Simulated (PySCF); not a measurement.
## Electron correlation in O⁺ (oxygen, charge +1)

[He] 2s2 2p2 3s1, high-spin 4P determinant (an excited configuration). Computed with PySCF 2.14 in aug-cc-pVDZ-DK, with the spin-free X2C one-electron Hamiltonian (Gaussian nucleus). Frozen: 1s2; 5 electrons correlated.

```
  level  correlation energy (mhartree)
   CCSD                         -88.52
    (T)                          -1.25
CCSD(T)                         -89.77
  CCSDT                         -90.04
```

Diagnostics: T1 = 0.0062, D1 = 0.0143, largest double amplitude 0.117.

The outer electron is Rydberg-like, and this basis confines it to a smaller radius and binds it less than a complete one would.

Cost of the coupled-cluster step: about 0.29 core-seconds, for 5 correlated electrons.
